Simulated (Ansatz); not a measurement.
Reaction (formal exchange of groups at a B–F bond): `FB1OC[SiH2]1` + `C/C=C(/C)F` → `B1OC[SiH2]1` + `C/C(F)=C(/C)F`

Computed with Ansatz on PBE0-D4/def2-TZVP structures; ΔE is electronic, products minus reactants. CCSD(T)/CBS is the MP2 limit (def2-TZVPP, def2-QZVPP) plus CCSD(T) − MP2 in def2-TZVPP, frozen cores. Double bonds are as drawn, so ΔE can hold a change between cis and trans. DFT in def2-TZVPP.

```csv
level,ΔE (kcal/mol)
r2SCANh-D4,54.8
SCS-MP2/def2-TZVPP,55.9
```

Q: What does CCSD(T)/CBS give? (Estimate.)

A: The calculation gave: +55.1 kcal/mol. The listed levels differ from it by -0.3, 0.8 kcal/mol.

Q: What do rigid-rotor, harmonic-oscillator terms from PBE0-D4/def2-TZVP frequencies (298.15 K, 1 bar) make of the CCSD(T)/CBS value? (An estimate is asked.)

A: The calculation gave: ΔZPE = -1.5 kcal/mol, ΔH = +53.7 kcal/mol, ΔS = -8 J/(mol·K), ΔG = +54.2 kcal/mol.

Largest T1 diagnostic among the species: 0.016.

From PBE to PBE0 (25 % exact exchange), in def2-TZVPP and without D4, ΔE moves by +1.3 kcal/mol. Leaving LDA and LC-ωPBE aside and taking each functional with its dispersion term where it has one, the values, not all of them listed here, spread over 3.6 kcal/mol, from revPBE-D4 to PBE-QIDH.
